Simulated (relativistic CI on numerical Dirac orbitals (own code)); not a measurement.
d1 to d9 in one octahedral field

Computed with a parametric ligand-field model without spin-orbit coupling, by exact diagonalisation: B = 670, C = 2600, 10Dq = 19700 cm⁻¹ (Oh; |10Dq|/B = 29.4) for every shell. Energies in cm⁻¹; the field energy is (0.6 n_e − 0.4 n_t2) × 10Dq of the ground term; g labels are left out.

```tsv
Shell	Ground term	Electrons in e	Field energy	First spin-allowed bands	Lowest term of other spin
d1	2T2	0.000	-7880	2E 19700	
d2	3T1	0.023	-15312	3T2 18303, 3T1 26957	1T2 9554
d3	4A2	0.000	-23640	4T2 19700, 4T1 26645	2E 12809
d4	3T1	0.032	-30881	3E 17416, 3T1 18061	5E 3632
d5	?	?	?	?	?
d6	1A1	0.041	-46467	1T1 18045, 1T2 26681	3T1 12398
d7	2E	1.031	-34854	2T1 17889, 2T2 18431	4T1 6900
d8	3A2	2.000	-23640	3T2 19700, 3T1 26645	1E 10426
d9	2E	3.000	-11820	2T2 19700
```

Fill in the row of d5.

Ground term: 2T2; Electrons in e: 0.058; Field energy: -38262; First spin-allowed bands: 2A2 16592, 2T1 16837; Lowest term of other spin: 6A1 5241. Low spin: d4, d5, d6, d7; the other shells keep the spin of the free ion. Only d4 to d7 can choose; the field needed to pair spins is smallest for d6 and largest for d5, which loses most exchange energy. In the strong-field picture 10Dq must exceed about 6B + 5C = 17020 (d4), 7.5B + 5C = 18025 (d5), 2.5B + 4C = 12075 (d6) and 4B + 4C = 13080 (d7); mixing of terms shifts these bounds somewhat.
